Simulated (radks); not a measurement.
Tm IV, configuration [Xe] 4f12 (the NIST ground configuration).

Calculated with a radial shooting solver on a logarithmic mesh with Libxc functionals: scalar-relativistic Kohn-Sham, SCAN, spin-unpolarised, spherical densities, finite nucleus; meta-GGA in the generalised Kohn-Sham scheme; Fermi nuclear charge, rms radius 5.2256 fm.

Energy parts (eV):
total: -369160.12
kinetic: 401199.32
electron-nucleus: -905106.70
Hartree: 142509.94
exchange-correlation: -7762.68

Orbitals (lengths in bohr, moments of r in powers of bohr; <r^-3> diverges for s and p1/2; r(90%) holds 90 % of the orbital's charge):
| orbital | occ. | eigenvalue (eV) | <r^4> | r(90%) | <r^-3> |
|---|---|---|---|---|---|
| 1s | 2 | -59390.60 | 8.088e-07 | 0.0363 | - |
| 2s | 2 | -10072.27 | 0.0001248 | 0.131 | - |
| 2p | 6 | -8893.158 | 0.00009552 | 0.123 | 15130 |
| 3s | 2 | -2300.838 | 0.004673 | 0.324 | - |
| 3p | 6 | -1941.341 | 0.004963 | 0.329 | 3286 |
| 3d | 10 | -1497.349 | 0.003901 | 0.311 | 432.6 |
| 4s | 2 | -485.1062 | 0.1132 | 0.713 | - |
| 4p | 6 | -366.3089 | 0.1499 | 0.767 | 741.0 |
| 4d | 10 | -208.1283 | 0.2323 | 0.857 | 82.61 |
| 4f | 12 | -35.7695 | 1.431 | 1.28 | 12.11 |
| 5s | 2 | -84.9802 | 3.964 | 1.74 | - |
| 5p | 6 | -56.8267 | 7.670 | 2.06 | 98.31 |

The highest occupied level is 4f at -35.769 eV. The density falls to 0.001 e/bohr^3 at r = 3.09 bohr. Summed over all electrons, <r^2> = 32.67 bohr^2, which gives a Langevin (diamagnetic) susceptibility term of -25.9 x 10^-6 cm^3/mol.
